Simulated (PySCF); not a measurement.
C₂H₇AlS, SMILES [CH3][AlH][S]C.

Geometry: PBE-D3(BJ)/def2-SVP. The structure was generated by enumeration; whether it is a known compound was not checked. Other conformers were not sampled.

Two levels are set side by side: TDDFT-PBE/def2-SVPD (PySCF) and TDDFT-M06-2X/def2-SVPD (PySCF). Vertical, same geometry. The lowest singlet is HOMO→LUMO 96 % with PBE and HOMO→LUMO 94 % with the other functional; states are paired by order. Differences are taken from unrounded values.

```tsv
quantity	TDDFT-M06-2X
lowest singlet excitation (eV)	5.45
lowest triplet excitation (TDA) (eV)	4.62
first bright state (f over 0.05) (eV)	5.45
its oscillator strength	0.08
```

### Question
What does TDDFT-PBE give, and how far is it from TDDFT-M06-2X? (Estimate from the structure and the level; the computed values follow.)

### Answer

```json
[
 {"quantity": "lowest singlet excitation (eV)", "TDDFT-PBE": "4.76", "TDDFT-PBE minus TDDFT-M06-2X": "-0.69"},
 {"quantity": "lowest triplet excitation (TDA) (eV)", "TDDFT-PBE": "3.94", "TDDFT-PBE minus TDDFT-M06-2X": "-0.68"},
 {"quantity": "first bright state (f over 0.05) (eV)", "TDDFT-PBE": "4.76", "TDDFT-PBE minus TDDFT-M06-2X": "-0.69"},
 {"quantity": "its oscillator strength", "TDDFT-PBE": "0.08", "TDDFT-PBE minus TDDFT-M06-2X": "-0.01"}
]
```

Functionals without exact exchange tend to place singlet excitations lower, as here. Differences between two approximate levels are no errors against the true value.

Rough cost on one machine, each run with all the roots and properties that it gave: TDDFT-M06-2X against TDDFT-PBE about 20 times.
